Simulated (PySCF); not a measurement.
Two-component Hartree-Fock for B (boron, neutral)

Start: [He] 2s2 2p1; 2p3/2 filled at m_j = +3/2. Calculated with PySCF 2.14 in x2c-SVPall-2c with one added diffuse shell of s type (4s2p1d, 15 functions): generalised Hartree-Fock with the X2C-1e Hamiltonian and a Gaussian nucleus; one run each with spin-orbit coupling (SO) switched off, then screened by Boettger's factors. This is a chosen level, not necessarily the ground level.

| spinor shell | electrons | ε, spin-free (eV) | ε, screened SO (eV) | weight of nominal j (screened SO) | rms radius, screened SO (bohr) |
| --- | --- | --- | --- | --- | --- |
| 1s1/2 | 2 | -209.43 | -209.43 | 1.000 | 0.379 |
| 2s1/2 | 2 | -13.232 | -13.232 | 1.000 | 2.21 |
| 2p3/2 | 1 | -8.615 | -8.615 | 1.000 | 2.42 |

```json
{"quantity": "E (hartree)", "spin-free": "-24.50530", "screened SO": "-24.50527"}
{"quantity": "M_J", "spin-free": "3/2", "screened SO": "3/2"}
{"quantity": "⟨J²⟩", "spin-free": "3.756", "screened SO": "3.756"}
{"quantity": "⟨L²⟩", "spin-free": "2.003", "screened SO": "2.003"}
{"quantity": "⟨S²⟩", "spin-free": "0.753", "screened SO": "0.753"}
```

Each row is a mean over spinors that exchange with the open shell spreads, by up to 2.685 eV (2s1/2).

Without spin-orbit coupling the j labels of p, d and f shells carry no meaning; the spin-free column gives the mean over the occupied spinors of each nl shell.
